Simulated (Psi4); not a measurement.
H$_{3}$BeBrOSi, singlet, geometry from GFN2-xTB (such geometries of metal compounds can be far from the true shape); HF/cc-pVTZ in Psi4 1.11.

Input for Psi4:
```
memory 2 GB

molecule mol {
0 1
  Be   -0.058161   -0.079716   -0.025593
  Br    1.025452    0.412674    1.510553
  O    -0.813235   -0.366314   -1.156289
  Si   -1.678963   -0.647164   -2.503626
  H    -3.060670   -0.787965   -2.052235
  H    -1.124566   -1.873800   -3.069932
  H    -1.461575    0.527840   -3.343734
}

set basis cc-pvtz
set reference rhf

energy('scf')
print_variables()
```

**Question.** Write the output that Psi4 gives for this input, abridged.

**Answer.** 
```
   => Loading Basis Set <=

    Name: CC-PVTZ
    Role: ORBITAL
    Keyword: BASIS

         ---------------------------------------------------------
                                   SCF
               by Justin Turney, Rob Parrish, Andy Simmonett
                          and Daniel G. A. Smith
                              RHF Reference
         ---------------------------------------------------------

  ==> Geometry <==

    Molecular point group: c1
    Full point group: C1

    Geometry (in Angstrom), charge = 0, multiplicity = 1:

       Center              X                  Y                   Z               Mass
    ------------   -----------------  -----------------  -----------------  -----------------
         BE          -0.167346634953    -0.122211100471    -0.187971324755     9.012183065000
         BR           0.916266365047     0.370178899529     1.348174675245    78.918337600000
         O           -0.922420634953    -0.408809100471    -1.318667324755    15.994914619570
         SI          -1.788148634953    -0.689659100471    -2.666004324755    27.976926534650
         H           -3.169855634953    -0.830460100471    -2.214613324755     1.007825032230
         H           -1.233751634953    -1.916295100471    -3.232310324755     1.007825032230
         H           -1.570760634953     0.485344899529    -3.506112324755     1.007825032230

  Running in c1 symmetry.

  Rotational constants: A =      2.75139  B =      0.02762  C =      0.02761 [cm^-1]
  Rotational constants: A =  82484.57841  B =    827.89081  C =    827.73210 [MHz]
  Nuclear repulsion =  226.231872479897334

  Charge       = 0
  Multiplicity = 1
  Electrons    = 64
  Nalpha       = 32
  Nbeta        = 32

  ==> Algorithm <==

  SCF Algorithm Type is DF.
  DIIS enabled.
  MOM disabled.
  Fractional occupation disabled.
  Guess Type is SAD.
  Energy threshold   = 1.00e-06
  Density threshold  = 1.00e-06
  Integral threshold = 1.00e-12

  ==> Primary Basis <==

  Basis Set: CC-PVTZ
    Blend: CC-PVTZ
    Number of shells: 65
    Number of basis functions: 179
    Number of Cartesian functions: 203
    Spherical Harmonics?: true
    Max angular momentum: 3

   => Loading Basis Set <=

    Name: (CC-PVTZ AUX)
    Role: JKFIT
    Keyword: DF_BASIS_SCF

  ==> Integral Setup <==

  SCF_SUBTYPE=INCORE selected. In-core MEM_DF algorithm will be used.
  Using in-core AOs.

  ==> MemDFJK: Density-Fitted J/K Matrices <==

    J tasked:                   Yes
    K tasked:                   Yes
    wK tasked:                   No
    Algorithm:                 Core
    Schwarz Cutoff:           1E-12
    Mask sparsity (%):       5.7052
    Fitting Condition:        1E-10

   => Auxiliary Basis Set <=

  Basis Set: (CC-PVTZ AUX)
    Blend: CC-PVTZ-JKFIT + DEF2-UNIVERSAL-JKFIT
    Number of shells: 160
    Number of basis functions: 548
    Number of Cartesian functions: 675
    Spherical Harmonics?: true
    Max angular momentum: 4

  Minimum eigenvalue in the overlap matrix is 7.0007070718E-04.
  Reciprocal condition number of the overlap matrix is 1.1370623656E-04.
    Using symmetric orthogonalization.

  ==> Pre-Iterations <==

  SCF Guess: Superposition of Atomic Densities via on-the-fly atomic UHF (no occupation information).

   -------------------------
    Irrep   Nso     Nmo
   -------------------------
     A        179     179
   -------------------------
    Total     179     179
   -------------------------

  ==> Iterations <==

                           Total Energy        Delta E     RMS |[F,P]|

   @DF-RHF iter SAD: -2950.22225678088489   -2.95022e+03   0.00000e+00
   @DF-RHF iter   1: -2952.56789687404853   -2.34564e+00   6.26007e-03 DIIS/ADIIS
   @DF-RHF iter   2: -2952.78561741438307   -2.17721e-01   3.51744e-03 DIIS/ADIIS
   @DF-RHF iter   3: -2952.87977531165416   -9.41579e-02   3.95361e-04 DIIS/ADIIS
   @DF-RHF iter   4: -2952.88168216979466   -1.90686e-03   1.09321e-04 DIIS/ADIIS
   @DF-RHF iter   5: -2952.88194056988686   -2.58400e-04   1.62354e-05 DIIS
   @DF-RHF iter   6: -2952.88195325129664   -1.26814e-05   4.75922e-06 DIIS
   @DF-RHF iter   7: -2952.88195418800751   -9.36711e-07   1.39472e-06 DIIS
   @DF-RHF iter   8: -2952.88195427037908   -8.23716e-08   3.76308e-07 DIIS
  Energy and wave function converged.

  ==> Post-Iterations <==

    Orbital Energies [Eh]
    ---------------------

    Doubly Occupied:

[...]
    Virtual:

[...]
    Final Occupation by Irrep:
              A
    DOCC [    32 ]
    NA   [    32 ]
    NB   [    32 ]

  @DF-RHF Final Energy: -2952.88195427037908

   => Energetics <=

    Nuclear Repulsion Energy =            226.2318724798973335
    One-Electron Energy =               -4560.8288624424230875
    Two-Electron Energy =                1381.7150356921472394
    Total Energy =                      -2952.8819542703786283

Computation Completed

Properties will be evaluated at   0.000000,   0.000000,   0.000000 [a0]

Properties computed using the SCF density matrix

 Multipole Moments:

 ------------------------------------------------------------------------------------
     Multipole            Electronic (a.u.)      Nuclear  (a.u.)        Total (a.u.)
 ------------------------------------------------------------------------------------

 L = 1.  Multiply by 2.5417464519 to convert [e a0] to [Debye]
 Dipole X            :         12.8414705          -13.2051749           -0.3637045
 Dipole Y            :          4.9559585           -5.1394757           -0.1835172
 Dipole Z            :         19.1423096          -19.6384247           -0.4961151
 Magnitude           :                                                    0.6419421

 ------------------------------------------------------------------------------------

  Variable Map:
  ----------------------------------------------------------------------------
[...]
  Array Variable Map:
  ----------------------------------------------------------------------------
[...]
[...]
```
